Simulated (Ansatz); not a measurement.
An input meant for Zn₁₂S₁₂ (started as a model of: (ZnS)12 cage of four- and six-membered rings) (charge 0, singlet; atoms displaced at random, 0.03 Å in each coordinate; with a point charge).

```yaml
crystal:
  periodic: [false, false, false]
  atoms:
    - {symbol: S, position_ang: [-3.408700, -0.781106, 1.509317]}
    - {symbol: S, position_ang: [-2.529491, 2.579762, 1.231999]}
    - {symbol: S, position_ang: [0.159629, 3.291017, -1.909543]}
    - {symbol: S, position_ang: [-2.923893, 0.621358, -2.392760]}
    - {symbol: S, position_ang: [0.146495, -0.373638, -3.813554]}
    - {symbol: S, position_ang: [-1.601685, -3.194538, -1.383195]}
    - {symbol: S, position_ang: [-0.164291, -3.323855, 1.856807]}
    - {symbol: S, position_ang: [-0.149288, 0.342263, 3.673745]}
    - {symbol: S, position_ang: [1.601628, 3.216225, 1.372354]}
    - {symbol: S, position_ang: [2.987698, -0.699256, 2.398753]}
    - {symbol: S, position_ang: [2.549805, -2.631514, -1.224399]}
    - {symbol: S, position_ang: [3.446514, 0.778393, -1.551799]}
    - {symbol: Zn, position_ang: [-3.086992, 0.813823, -0.162827]}
    - {symbol: Zn, position_ang: [-1.868190, 0.690507, 2.449593]}
    - {symbol: Zn, position_ang: [-0.545213, 3.150265, 0.308642]}
    - {symbol: Zn, position_ang: [-0.750364, 1.468836, -2.690087]}
    - {symbol: Zn, position_ang: [-1.542552, -1.253156, -2.554128]}
    - {symbol: Zn, position_ang: [-2.041081, -2.344488, 0.833422]}
    - {symbol: Zn, position_ang: [0.518425, -3.111601, -0.335044]}
    - {symbol: Zn, position_ang: [0.823751, -1.493056, 2.678072]}
    - {symbol: Zn, position_ang: [1.537633, 1.254492, 2.506303]}
    - {symbol: Zn, position_ang: [2.005466, 2.360128, -0.767848]}
    - {symbol: Zn, position_ang: [1.880320, -0.722762, -2.416079]}
    - {symbol: Zn, position_ang: [3.086032, -0.814459, 0.178389]}
basis:
  gaussian: {orbitals: STO-3G, point_charges: [{charge: 2.00, position_ang: [6.240, -0.235, 0.532]}]}
total_charge: -1
magnetization: {spin_polarized: true, initial_magnetization: 2}
hamiltonian: {xc: {name: wPBEh}}
scf: {omitted_lower_state_checks: [starts]}
output: {forces: true}
```

```sh
$ ansatz run in.yaml --threads 4 --pin off --events-out ev --progress --plain --max-ram 46080MiB --backend cuda --devices 0, --max-vram 37GiB
```

**Question.** Predict how Ansatz answers.

**Answer.** The input was rejected before any iteration. The number of unpaired electrons doesn't fit the electron count.
```
Error: a molecule whose nuclei and cores have a total charge of 552 cannot have a net charge of -1 together with 2 unpaired electrons
```
